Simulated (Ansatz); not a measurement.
CH3ClFNOSi (`C=N[Si](O)(F)Cl`), relaxed with RKS PBE0-D4/def2-TZVP in Ansatz from a PBE-D4/def2-SVP geometry. The force threshold is 0.005 eV/Å; the program also tests the step.

Charge 0, multiplicity 1.

Start:

```xyz
9

C    -1.787   -0.080   -0.048
N    -0.686    0.079    0.577
Si    0.901   -0.182   -0.087
O     1.818    1.183    0.056
F     0.883   -0.526   -1.677
Cl    1.717   -1.797    0.896
H    -2.754    0.140    0.461
H    -1.872   -0.435   -1.105
H     1.782    1.618    0.926
```

(1) By how much does the energy fall, and how many steps does the optimiser take? (Estimate.)

(2) Which bonds change most? (An estimate is asked.)

(3) Give the relaxed structure. (An estimate is asked.)

## Answers

(1) The calculation gave: 9.88 kJ/mol, in 14 steps, 1 of them rejected.

(2) The calculation gave: Si3–F5 from 1.628 to 1.584 Å; Si3–O4 from 1.651 to 1.616 Å; N2–Si3 from 1.740 to 1.712 Å; Si3–Cl6 from 2.058 to 2.031 Å.

(3) Computed: 
```xyz
9

C    -1.782   -0.088   -0.053
N    -0.688    0.089    0.542
Si    0.882   -0.165   -0.093
O     1.784    1.167    0.060
F     0.886   -0.503   -1.640
Cl    1.683   -1.753    0.889
H    -2.726    0.123    0.460
H    -1.870   -0.452   -1.087
H     1.831    1.583    0.922
```
